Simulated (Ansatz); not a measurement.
Molecule: bromo(dimethoxy)borane, C2H6BBrO2, net charge 0, singlet state. 
Geometry from a B3LYP-D3(BJ)/def2-TZVP (Ansatz, a first-principles code) optimisation:
SMILES: COB(Br)OC
```xyz
12

C      2.5118    -0.0751    -0.7059
O      1.2549    -0.2633    -1.3452
B      0.0544    -0.1685    -0.7487
Br    -0.0853     0.2639     1.1729
O     -1.0489    -0.3741    -1.4877
C     -2.3871    -0.3108    -1.0089
H      3.2776    -0.2217    -1.4645
H      2.5922     0.9321    -0.2953
H      2.6511    -0.7984     0.0984
H     -2.5545    -1.0488    -0.2236
H     -2.6134     0.6817    -0.6173
H     -3.0363    -0.5253    -1.8551
```
Charge 0, spin multiplicity 1.

Total electronic energies in hartree. Cores are frozen in the correlated levels unless marked. No spin-orbit coupling. The frozen core is the preceding noble-gas configuration, with the filled d and f shells of earlier blocks. Non-relativistic. CBS(X,Y): correlation extrapolated as X^-3; Hartree-Fock from the larger set. The bracket is a focal-point correction in the basis named.

| level | program | energy (Eh) |
|---|---|---|
| HF/6-31G* | Ansatz | -2825.87137 |
| B3LYP-D3(BJ)/def2-TZVPD | Ansatz + dftd3 | -2829.55715 |
| B2GP-PLYP-D3(BJ)/def2-TZVPD | Ansatz + dftd3 | -2828.69916 |
| B2GP-PLYP/def2-TZVPD | Ansatz | -2828.69300 |
| RI-MP2/aug-cc-pVQZ | Ansatz | -2827.51813 |
| RI-MP2/cc-pVTZ | Ansatz | -2827.40290 |
| CCSD/aug-cc-pVDZ | Ansatz | -2827.12757 |
| RI-MP2/CBS(cc-pVTZ,cc-pVQZ)+[CCSD(T)-MP2]/cc-pVTZ | Ansatz | -2827.6546 |
| CCSD(T)/CBS(cc-pVTZ,cc-pVQZ) | Ansatz | -2827.6473 |

Totals of different functionals don't rank their quality; only differences between species are comparable.
